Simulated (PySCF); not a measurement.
Structure with atom numbers: `[OH:1][CH2:2][CH:3]1[CH2:4][CH2:5][CH2:6][CH2:7]1` (H(Xn): hydrogen on atom n). Ha(C4), Ha(C5), Ha(C6), Ha(C7) are cis to C2 on the ring; Hb(C4), Hb(C5), Hb(C6), Hb(C7) are trans to C2 on the ring.

GIAO shifts from PySCF on PBE0-D3(BJ)/def2-TZVP geometries (one conformer, non-relativistic, equivalent nuclei averaged), against TMS at the same level and in the same medium; PCM means IEF-PCM chloroform.

Measured (solution, not stated per compound (mostly CDCl3 or CCl4); Pretsch, Buehlmann, Badertscher, Structure Determination of Organic Compounds, 4th ed. (2009)): C3 41.2, C4/C7 28.3, C5/C6 24.5 ppm.

Question: Which unscaled values do B97-2/pcSseg-2, gas; WP04/pcSseg-2, PCM; wB97X-D/pcSseg-2, PCM give, and how close are they?

Answer: 
```tsv
atoms	measured	B97-2/pcSseg-2, gas	WP04/pcSseg-2, PCM	wB97X-D/pcSseg-2, PCM
C3	41.2	50.0	51.6	49.8
C4/C7	28.3	33.7	35.9	33.8
C5/C6	24.5	30.9	33.2	30.7
```

Mean absolute error for 13C: B97-2/pcSseg-2, gas 6.9, WP04/pcSseg-2, PCM 8.9, wB97X-D/pcSseg-2, PCM 6.8 ppm.

The carbons averaged at δ 33.7 differ by 9 ppm in this conformer.
